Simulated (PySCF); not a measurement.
C2H2F3, SMILES [C](F)(CF)F (connectivity only; charge and spin as stated), charge +1, multiplicity 1.

Geometry: ωB97X-D3(BJ)/def2-SVP. The spin state was assumed, not searched. The isomer is the one that the SMILES or the coordinates give; other isomers of the formula were not compared. One conformer was computed; it need not be the lowest.

Method: ωB97X-D3(BJ)/def2-SVP run with PySCF.

No scaling factor is applied to the harmonic values.

**Question.** Estimate the vibrational spectrum. (The exact figures need the calculation; the answer reports its results.)

**Answer.** 
```tsv
mode	ν (cm⁻¹)	IR (km/mol)	Raman (Å⁴/amu)	depolarisation	moving atoms (share of kinetic energy)
1	123	19.9	0.4	0.75	F 48 %, H 31 %, C 22 %
2	237	8.5	0.2	0.48	F 90 %, C 8 %
3	485	2.7	2.4	0.54	F 80 %, C 16 %
4	485	9.9	0.3	0.75	C 49 %, H 38 %, F 13 %
5	641	21.0	1.5	0.52	F 59 %, C 37 %
6	884	1.2	2.9	0.08	F 51 %, C 39 %, H 10 %
7	1002	14.0	0.1	0.75	C 62 %, H 33 %
8	1227	79.1	5.3	0.75	F 38 %, C 36 %, H 26 %
9	1250	0.9	7.5	0.75	H 91 %
10	1352	59.1	12.1	0.64	H 77 %, C 20 %
11	1388	152.1	12.8	0.42	H 62 %, C 28 %, F 9 %
12	1574	201.8	6.7	0.26	C 70 %, F 20 %, H 10 %
13	1654	344.7	0.5	0.41	C 72 %, F 26 %
14	3019	68.3	130.0	0.06	H 95 %
15	3070	33.4	68.2	0.75	H 91 %, C 9 %
```
